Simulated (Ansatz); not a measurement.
System: CH$_{4}$BO$_{2}$, net charge 0, doublet state. SMILES: [CH2]B(O)O
Geometry: optimised at B3LYP-D3(BJ)/def2-TZVP (Ansatz, a program for electronic structure).

Wanted: atomisation energy, in kcal/mol. Terms: no dispersion term unless named; non-relativistic; spin-orbit terms left out; atomisation electronic, to ground-state atoms; valence correlation only; open shells spin-unrestricted; 6-311+G** with 5d; LANL2DZ all-electron up to Ne; six Cartesian d functions in 6-31G* and its kin unless marked 5d. Basis-set limits of correlation are two-point, X^-3; Hartree-Fock from the larger set. First-principles rows: single points at B3LYP-D3(BJ) geometries (Ansatz).

Coupled cluster (Ansatz) is a level with limits of its own, used here on species with T1 under 0.025 (0.045 for open shells) and stable references: CCSD(T)/CBS(aug-cc-pVTZ,aug-cc-pVQZ).

Value to compare with, CCSD(T)/CBS(aug-cc-pVTZ,aug-cc-pVQZ) (Ansatz): 785.8 kcal/mol.

| level | program | atomisation energy (kcal/mol) | difference |
|---|---|---|---|
| HF/STO-3G | Ansatz | 643.3 | -142.5 |
| PBE/STO-3G | Ansatz | 897.9 | 112.1 |
| PBE/LANL2DZ | Ansatz | 764.4 | -21.4 |
| B3LYP/STO-3G | Ansatz | 864.2 | 78.4 |
| B3LYP/6-31G | Ansatz | 742.8 | -43.0 |
| B3LYP/6-31G* | Ansatz | 775.3 | -10.5 |
| B3LYP/def2-SVP | Ansatz | 788.8 | 3.0 |
| B3LYP/6-311+G** | Ansatz | 777.6 | -8.2 |
| MP2/LANL2DZ | Ansatz | 659.1 | -126.7 |
| MP2/6-31G* | Ansatz | 733.9 | -51.9 |
| PBE/def2-TZVPD | Ansatz | 802.3 | 16.5 |
| wB97X-V/def2-TZVPD | Ansatz | 783.9 | -1.9 |

Among the 10 habitual levels, HF/STO-3G lies farthest from CCSD(T)/CBS(aug-cc-pVTZ,aug-cc-pVQZ) (Ansatz) (-142.5 kcal/mol) and B3LYP/def2-SVP nearest (3.0); 3 of 10 lie above it, and their mean absolute difference is 59.8 kcal/mol, the median 47.5. One case shows no general order.

The levels are drawn from those run, B3LYP/6-31G* more often than the rest, none by its result; left out are runs that failed, that the program found above a lower state of the same kind, or whose <S^2> lies over 0.5 above the pure value.
